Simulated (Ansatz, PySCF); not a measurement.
Process, species as SMILES: [C-]#[N+]CC → [C-]#[N+]C[CH2] + H atom (the C-H bond at the site shown breaks; other sites are not compared here)
Geometries: B3LYP-D3(BJ)/def2-TZVP minima from Ansatz (an electronic-structure program), one conformer each, not searched for the lowest.

Property: bond dissociation energy (enthalpy at 298 K, with B3LYP-D3(BJ) rigid-rotor harmonic-oscillator terms from PySCF), in eV. Valence correlation only, unless marked. UHF or UKS for open shells. Spin-orbit coupling is left out. No relativistic terms. Basis-set limits of correlation are two-point, X^-3; Hartree-Fock from the larger set. [CCSD(T)-MP2]/basis is that difference in the basis named.

```
level                                                                 program  bond dissociation energy (eV)
-------------------------------------------------------------  --------------  -----------------------------
r2SCAN-D4/def2-TZVPD                                           Ansatz + dftd4                           4.23
PBE0/def2-QZVPP                                                        Ansatz                           4.29
BHLYP-D4/def2-TZVPD                                            Ansatz + dftd4                            ___
TPSSh-D4/def2-TZVPD                                             PySCF + dftd4                           4.38
TPSSh/def2-TZVPD                                                        PySCF                           4.36
r2SCAN0-D4/def2-TZVPD                                          Ansatz + dftd4                           4.23
HSE06/def2-TZVPD                                                       Ansatz                           4.29
B2PLYP-D3(BJ)/def2-TZVPD                                       Ansatz + dftd3                           4.37
B2PLYP-D4/def2-TZVPD                                           Ansatz + dftd4                           4.37
CCSD/STO-3G                                                            Ansatz                           5.13
CCSD/cc-pVDZ                                                           Ansatz                            ___
RI-MP2/CBS(aug-cc-pVTZ,aug-cc-pVQZ)+[CCSD(T)-MP2]/aug-cc-pVTZ          Ansatz                            ___
```

Task: What belongs in the gaps?

Result: 
- BHLYP-D4/def2-TZVPD, bond dissociation energy (eV): 4.32
- CCSD/cc-pVDZ, bond dissociation energy (eV): 4.27
- RI-MP2/CBS(aug-cc-pVTZ,aug-cc-pVQZ)+[CCSD(T)-MP2]/aug-cc-pVTZ, bond dissociation energy (eV): 4.50
